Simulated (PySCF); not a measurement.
Computed shifts of a molecule C₄H₅ClSi, PBE/pcSseg-1 in PySCF, GIAO, gas phase, atoms alike by connectivity averaged where their shifts nearly agree, in ppm (number of nuclei): ¹³C: 162.0 (1), 162.0 (1), 136.6 (1), 123.2 (1). ²⁹Si: -42.4 (1). ¹H: 7.24 (1), 6.73 (1), 6.24 (1), 5.14 (2). References: ³⁵Cl against HCl (σ = 936.5 ppm); ¹³C against TMS (σ = 182.0 ppm); ²⁹Si against TMS (σ = 335.4 ppm); ¹H against TMS (σ = 31.49 ppm), references at their B3LYP-D3(BJ)/def2-TZVP geometries, non-relativistic (without spin–orbit terms, shifts of atoms bonded to Cl or Br come out too high). Geometry: r2SCAN-D4/def2-SVP. The values are those of a single conformer.

### Question
Which structure fits?
(A) ClC1=C[SiH2]C=C1
(B) C#C[SiH2]/C=C/Cl
(C) C=C(Cl)C#C[SiH3]
(D) C#C/C(Cl)=C\[SiH3]

### Answer
A, ClC1=C[SiH2]C=C1
